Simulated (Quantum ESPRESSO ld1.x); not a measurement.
Problem. All-electron atom: Tb23+ in [Kr] 4d6. Method: Dirac Kohn-Sham, Slater X-alpha with alpha = 1, spin-unpolarised, spherical densities, point nucleus; open shells are shared between the two j in proportion to 2j + 1; computed with ld1.x of Quantum ESPRESSO 7.5.

Spin-orbit splittings of the eigenvalues, e(l+1/2) - e(l-1/2), with zeta = 2 splitting/(2l+1) and mean radii in bohr:

shell  occ.  splitting (eV)  zeta (eV)  <r> j=l-1/2  <r> j=l+1/2
2p        6           756.2      504.2      0.07556      0.08250
3p        6           158.9      105.9       0.2259       0.2387
3d       10           35.04      14.02       0.2107       0.2146
4p        6           42.89      28.59       0.5066       0.5283
4d        6           8.865      3.546       0.5292       0.5356
4f        0               ?          ?       0.5194       0.5219
5p        0           16.04      10.70       0.9362       0.9665
5d        0           3.388      1.355        1.004        1.012

Estimate the 4f splitting.

Solution. 2.041 eV (zeta = 0.5831 eV).
